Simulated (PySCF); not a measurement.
From computed data to an observable: refractive index and permittivity of the vapour

As₂H₆Si, SMILES [AsH2][SiH2][AsH2].

Coordinates come from a ωB97X-D3(BJ)/def2-SVP optimisation. This is a generated structure with no PubChem entry under its InChIKey; it may be hypothetical.

PySCF with PBE/def2-TZVP gives a mean static polarisability of 95.6 bohr³ and a dipole moment of 0.41 D. Take an ideal gas at 298.15 K and 1 bar, whether or not the substance is that volatile.

Q: Work out n − 1 in the optical limit and the static ε − 1.

A: 
Polarisability volume α' = 95.6 × 0.148185 = 14.17 Å³. Number density N = p/kT = 2.43e-5 Å⁻³.
Dilute limit of Lorentz–Lorenz: n − 1 = 2π N α' = 0.0022.
Orientation term of Debye: μ²/(3kT) = 8.098 Å³ × μ²(D²) = 1.36 Å³.
ε − 1 = 4π N (α' + μ²/3kT) = 0.0047. Orientation of the dipole supplies 9 % of the static response; it can't follow optical fields. Vibrational polarisation and dispersion are left out.
